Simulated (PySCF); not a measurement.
**Polarisability and C₆ of Zn³⁺ (zinc, charge +3)**

[Ar] 3d9, 2D determinant. Calculation: PySCF 2.14, in def2-QZVPPD (11s6p5d4f2g, 100 functions); no relativity, point nucleus. Coupled (time-dependent) response in atomic units; α is the mean over directions.

| method | mean α (bohr³) | α xx, yy, zz | C₆ (like pair) | S(−4) |
| --- | --- | --- | --- | --- |
| UHF | 1.289 | 1.256, 1.256, 1.354 | 2.857 | 0.4657 |
| PBE | 1.538 | 1.493, 1.493, 1.627 | 3.472 | 0.8086 |

S(−4) is the Cauchy moment in α(ω) = α(0) + S(−4) ω² + …

α(iu) at UHF:

```json
{"u (hartree)": "0", "α(iu) (bohr³)": "1.289"}
{"u (hartree)": "0.0500", "α(iu) (bohr³)": "1.288"}
{"u (hartree)": "0.100", "α(iu) (bohr³)": "1.284"}
{"u (hartree)": "0.200", "α(iu) (bohr³)": "1.271"}
{"u (hartree)": "0.300", "α(iu) (bohr³)": "1.249"}
{"u (hartree)": "0.500", "α(iu) (bohr³)": "1.189"}
{"u (hartree)": "0.750", "α(iu) (bohr³)": "1.096"}
{"u (hartree)": "1.00", "α(iu) (bohr³)": "1.001"}
{"u (hartree)": "1.50", "α(iu) (bohr³)": "0.8307"}
{"u (hartree)": "2.00", "α(iu) (bohr³)": "0.6956"}
{"u (hartree)": "3.00", "α(iu) (bohr³)": "0.5040"}
{"u (hartree)": "5.00", "α(iu) (bohr³)": "0.2941"}
```

A single London oscillator, α(iu) = α/(1 + u²/ω²), gives C₆ = (3/4) ω α². Matching the computed C₆ needs ω = 4 × 2.857 / (3 × 1.289²) = 2.29 hartree.

For an ion, C₆ is the dispersion term alone; charge-induced terms of lower order in 1/R come first.

The components differ because the open shell of this determinant is not spherical; for a pure term their mean is the scalar polarisability.
